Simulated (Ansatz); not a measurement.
All numbers were calculated with Ansatz.

Basis-set series for C₂H₅BO, SMILES `B/C=C/O`. Charge 0, multiplicity 1. Geometry: relaxed with PBE0-D4/def2-TZVP. It is a higher conformer; a search finds a lower one.

```
functional       basis  functions  energy (Eh)  HOMO (eV)  LUMO (eV)
   PBE0-D4    def2-SVP         81   -178.91058      -7.38      -1.30
   PBE0-D4  def2-TZVPP        194   -179.11631      -7.48      -1.41
   ωB97M-V    def2-SVP         81   -179.03411      -9.52       0.78
   ωB97M-V  def2-TZVPP        194   -179.24954      -9.65       0.59
```

Question: Give the rows for def2-QZVPP. (An estimate is asked.)

Answer: The calculation gave: 
```csv
functional,basis,functions,energy (Eh),HOMO (eV),LUMO (eV)
PBE0-D4,def2-QZVPP,378,-179.12663,-7.51,-1.44
ωB97M-V,def2-QZVPP,378,-179.25942,-9.67,0.52
```

Positive LUMOs are unbound and depend on the basis.
